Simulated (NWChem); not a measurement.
Lowest excitation of HFOSi

```xyz
4

Si    -0.6240    -0.0001     0.0000
F      0.4348     1.2580     0.0000
O      0.4303    -1.2773     0.0000
H      1.3812    -1.1021     0.0000
```
Charge 0, spin multiplicity 1.

Program: NWChem. The geometry was optimised at PBE0/def2-SVP, a minimum by its harmonic frequencies. It is one conformer; others weren't searched.

Basis set: def2-SVPD.

The correlated methods keep 7 core orbitals frozen. B3LYP has NWChem's definition, with VWN1-RPA local correlation. The structure started from a generated list of species. No row is a measurement; the coupled-cluster row has its own basis-set and correlation limits.

Q: One of these methods gave a lowest vertical singlet excitation energy of 5.34 eV. Which?
A) TD-B3LYP
B) EOM-CCSD
C) TD-PBE
D) CIS

A: C, TD-PBE. The others give 5.73 (EOM-CCSD), 6.01 (CIS), 5.50 (TD-B3LYP).
